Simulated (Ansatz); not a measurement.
`C1O[SiH2][AsH]1` → `[AsH2][SiH]1CO1`  (isomerisation)

Isolated molecules relaxed with PBE0-D4/def2-TZVP in Ansatz; ΔE leaves out vibrations. CCSD(T)/CBS is the MP2 limit (def2-TZVPP, def2-QZVPP) plus CCSD(T) − MP2 in def2-TZVPP, frozen cores. Functionals use def2-TZVPP. For As outer-core shells are correlated without core-valence functions, which leaves a few kJ/mol of doubt a bond. Scalar relativity is left out up to krypton.

`C1O[SiH2][AsH]1`:

Cartesian coordinates in Å:
```
C -1.117 -0.422 -0.245
O -0.257 -0.831 0.817
Si 0.952 0.312 0.772
As -0.158 1.135 -1.139
H -2.074 -0.076 0.151
H -1.286 -1.242 -0.944
H 2.308 -0.281 0.633
H 0.948 1.186 1.976
H 0.685 0.219 -2.021
```

`[AsH2][SiH]1CO1`:

```xyz
9

As    2.033    0.553   -0.097
Si   -0.098   -0.367    0.244
C    -1.565    0.450   -0.430
O    -1.207    0.635    0.982
H     2.429   -0.651   -0.946
H     2.567   -0.112    1.167
H    -0.160   -1.790    0.656
H    -2.504   -0.085   -0.564
H    -1.494    1.366   -1.012
```

CCSD(T)/CBS gives +71.9 kJ/mol.

(1) Another level gave +69.5 kJ/mol. Which?
A. HF/def2-TZVPP
B. r2SCAN-D4/def2-TZVPP
C. ωB97M-V/def2-TZVPP
D. SCS-MP2/def2-TZVPP

Largest T1 diagnostic among the species: 0.013.

## Answers

(1) C. ωB97M-V 69.5, HF/def2-TZVPP 83.0, r2SCAN-D4 61.1, SCS-MP2/def2-TZVPP 76.4 kJ/mol.

From PBE to PBE0 (25 % exact exchange), in def2-TZVPP and without D4, ΔE moves by +9.9 kJ/mol. In def2-TZVPP, CCSD(T) changes the Hartree–Fock value by −9.7 kJ/mol (the triples alone add −1.6 kJ/mol) and MP2 by −7.3 kJ/mol.
